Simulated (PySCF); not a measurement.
Species: C4H9N3Si.
SMILES with atom numbers: `[CH3:1][c:2]1[n:3][n:4]([CH3:5])[n:6][c:7]1[SiH3:8]` (hydrogens: H9, H10, H11 on C1; H12, H13, H14 on C5; H15, H16, H17 on Si8)

Cartesian coordinates in Å at the GFN2-xTB level; atoms count from 1:
```xyz
17
C4H9N3Si angstrom
C     -1.5756   -1.6652   -0.2900
C     -0.4119   -0.7570   -0.1540
N      0.8409   -1.1439   -0.3486
N      1.5649   -0.0644   -0.1414
C      2.9913   -0.0595   -0.2493
N      0.8745    1.0023    0.1765
C     -0.3996    0.6149    0.1820
Si    -1.8080    1.7745    0.5812
H     -2.2265   -1.3236   -1.0942
H     -1.2307   -2.6715   -0.5113
H     -2.1550   -1.6751    0.6322
H      3.2902   -0.3729   -1.2504
H      3.3361    0.9536   -0.0562
H      3.4247   -0.7468    0.4788
H     -2.5699    1.1984    1.6961
H     -2.6842    1.8646   -0.5931
H     -1.2682    3.0836    0.9319
```

Method used: PySCF 2.14.0, density-fitted response routines, TDDFT PBE0/def2-SVPD, vertical, gas phase, core orbitals frozen in the response.

Broadening: Gaussians 0.4 eV wide at half height, area fixed by f = 4.319×10⁻⁹ ∫ε dν̃. The cross-section is σ = 3.8235×10⁻²¹ ε cm², given in Mb (10⁻¹⁸ cm²). The width is an assumption, not a result. The curve ends short of the highest state used, and states not computed would add to its high-energy end.

(λ (nm), σ (Mb)): (180.0, 18.30), (181.7, 14.23), (183.4, 10.16), (185.1, 7.61), (186.8, 7.66), (188.5, 11.04), (190.2, 17.95), (191.9, 27.77), (193.6, 38.85), (195.3, 48.72), (197.0, 54.86), (198.7, 55.72), (200.4, 51.31), (202.1, 43.04), (203.8, 33.05), (205.5, 23.32), (207.2, 15.20), (208.9, 9.18), (210.6, 5.16), (212.3, 2.71), (214.0, 1.33), (215.7, 0.62), (217.4, 0.27), (219.1, 0.11)

(1) Where are the band maxima, and which computed states make them?

(2) On this curve, what absorbance would a 10⁻⁴ mol/L sample give at 193 nm over a 1 cm path?

(3) Coming from long wavelengths, where does ε first pass 100 L mol⁻¹ cm⁻¹?

(4) Does any computed singlet lie in the visible range?

## Answers

(1) 198 nm (6.26 eV), ε about 15000, made up of S1 (100%) (ε in L mol⁻¹ cm⁻¹; maxima over ε = 5, shares over 10%). At its high-energy end, 6.89 eV, the curve is still rising (ε about 4800, from S4 and S5). The states used: S1 6.26 eV (f 0.217); S2 6.29 eV (f 0.0002); S3 6.74 eV (f 0.0006); S4 6.96 eV (f 0.011); S5 6.97 eV (f 0.067); S6 7.17 eV (f 0.0062); S7 7.36 eV (f 0.0033); S8 7.49 eV (f 0.011).

(2) 193 nm is 6.424 eV, where ε is about 9100 L mol⁻¹ cm⁻¹, so A = ε c l ≈ 0.91 (Beer–Lambert, with the gas-phase spectrum and the assumed width).

(3) At about 217 nm (5.72 eV), 0.54 eV below S1.

(4) No computed singlet lies in the visible range (380 to 750 nm); the lowest, at 198 nm, stands 3.00 eV above its violet end (3.26 eV).
